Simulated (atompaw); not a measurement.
## How hard is this antimony PAW (atompaw) potential?

atompaw 4.2.0.5 input, output lines left out:

```
Sb 51
GGA-PBE scalarrelativistic loggrid 1500 logderivrange -4 5 226
5 5 4 0 0 0
5 1 1
0 0 0
c
c
c
c
v
c
c
c
v
c
c
2
2.45 1.95 1.65 1.98
y
-0.65
n
y
-0.75
n
y
0.1
y
0.55
n
custom polynom2 7 10 vanderbiltortho besselshape
bessel
2.45
2.45
2.45
2.45
2.05
2.45
```

The pseudo-atom Hamiltonian at the reference potential is diagonalised in spherical Bessel functions j_l(qr) that vanish at 20 bohr, with q² up to the cutoff. All-electron valence levels (Ry): 5s -2.1621, 5p -1.4760.

Problem. How do the lowest levels (Ry) of each channel move with the cutoff, and are there ghosts?

Solution.

```json
{"cutoff (Ry)": "8", "s #1": "-2.1590", "s #2": "-0.7196", "p #1": "-1.4600", "d #1": "-0.7026", "d #2": "-0.3103", "f #1": "-0.3279", "Σ f·Δε (mRy)": "22.3"}
{"cutoff (Ry)": "10", "s #1": "-2.1610", "s #2": "-0.7208", "p #1": "-1.4690", "d #1": "-0.7033", "d #2": "-0.3105", "f #1": "-0.3288", "Σ f·Δε (mRy)": "9.2"}
{"cutoff (Ry)": "12", "s #1": "-2.1612", "s #2": "-0.7210", "p #1": "-1.4734", "d #1": "-0.7036", "d #2": "-0.3106", "f #1": "-0.3292", "Σ f·Δε (mRy)": "4.5"}
{"cutoff (Ry)": "15", "s #1": "-2.1613", "s #2": "-0.7210", "p #1": "-1.4746", "d #1": "-0.7036", "d #2": "-0.3106", "f #1": "-0.3296", "Σ f·Δε (mRy)": "3.0"}
{"cutoff (Ry)": "18", "s #1": "-2.1618", "s #2": "-0.7212", "p #1": "-1.4747", "d #1": "-0.7060", "d #2": "-0.3109", "f #1": "-0.3296", "Σ f·Δε (mRy)": "1.9"}
{"cutoff (Ry)": "21", "s #1": "-2.1620", "s #2": "-0.7213", "p #1": "-1.4751", "d #1": "-1.5784", "d #2": "-0.6873", "f #1": "-0.3297", "Σ f·Δε (mRy)": "1.1"}
{"cutoff (Ry)": "25", "s #1": "-2.1620", "s #2": "-0.7214", "p #1": "-1.4757", "d #1": "-3.5825", "d #2": "-0.6967", "f #1": "-0.3297", "Σ f·Δε (mRy)": "0.5"}
{"cutoff (Ry)": "30", "s #1": "-2.1620", "s #2": "-0.7214", "p #1": "-1.4758", "d #1": "-4.5805", "d #2": "-0.6976", "f #1": "-0.3297", "Σ f·Δε (mRy)": "0.4"}
{"cutoff (Ry)": "35", "s #1": "-2.1621", "s #2": "-0.7214", "p #1": "-1.4758", "d #1": "-4.6906", "d #2": "-0.6977", "f #1": "-0.3297", "Σ f·Δε (mRy)": "0.2"}
{"cutoff (Ry)": "400", "s #1": "-2.1621", "s #2": "-0.7214", "p #1": "-1.4760", "d #1": "-4.8813", "d #2": "-0.6978", "f #1": "-0.3297", "Σ f·Δε (mRy)": "0.0"}
```

Result: ghost state, extra bound levels that the all-electron valence spectrum of the same l lacks: d at -66.4 eV (a true bound ghost makes a file unfit for plane-wave use); 10 mRy is reached at 10 Ry and 1 mRy at 25 Ry.
